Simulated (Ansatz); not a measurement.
Stretch profile

C2H2AlCl (SMILES C#[C][AlH][Cl]), singlet, at its PBE0-D4/def2-TZVP minimum:

```
6
angstrom
C 0.2710 0.8923 -1.6391
C 0.1212 0.3421 -0.5720
Al -0.0923 -0.4894 1.1154
Cl -1.1272 -2.3039 1.1847
H 0.4007 1.3747 -2.5818
H 0.4687 0.1202 2.4467
```

The bond length Al3–Cl4 (2.090 Å at the minimum) is set to the values below, the two halves moving rigidly along the bond. Each method's energies count from its own value at the PBE0-D4 minimum structure. 1 of 9 computed points, where the reference changed state or T1 grew large, are left out. Ansatz 0.2.0; basis: def2-TZVPP; cores frozen in the correlated methods. B3LYP uses VWN-RPA correlation.

| bond length (Å) | CCSD(T) (eV) | PBE-D4 (eV) | HF (eV) |
| --- | --- | --- | --- |
| 1.839 | 0.828 | 0.826 | 0.825 |
| 1.912 | 0.380 | 0.386 | 0.375 |
| 2.019 | 0.058 | 0.063 | 0.055 |
| 2.143 | 0.016 | 0.009 | 0.019 |
| 2.281 | 0.220 | 0.186 | 0.233 |
| 2.587 | 1.082 | 0.960 | 1.120 |
| 2.753 | 1.616 | 1.434 | 1.669 |
| 2.926 | 2.158 | 1.912 | 2.227 |

Minimum and curvature along this coordinate at CCSD(T): A fifth-order fit through the nearest points gives 2.097 Å, with a curvature of about 17 eV/Å².

Q: Treat the two halves as rigid bodies and work out the harmonic wavenumber of this stretch from that curvature (ν̃ = 521.5 √(k/μ) cm⁻¹ with k in eV/Å² and μ in u).

A: The halves weigh 53.02 and 35.45 u, so μ = 53.02 × 35.45/88.47 = 21.245 u and ν̃ = 521.5 √(17/21.245) ≈ 470 cm⁻¹. A true normal mode mixes in other motions, so this is a guide only.

Largest difference from the CCSD(T) curve over the scan: r2SCAN-D4 0.071; PBE0-D4 0.058; B3LYP-D4 0.168; wB97M-V 0.044 eV. Each curve counts from its own value at the minimum.

No T1 diagnostic of these runs exceeds 0.015.

For scale, one of the runs: CCSD(T)/def2-TZVPP, 174 basis functions (an equivalent command: `ansatz run in.yaml --threads 2`). The run took 87 s on 2 CPU threads (shared host), with 1.4 GiB of host memory at its peak.
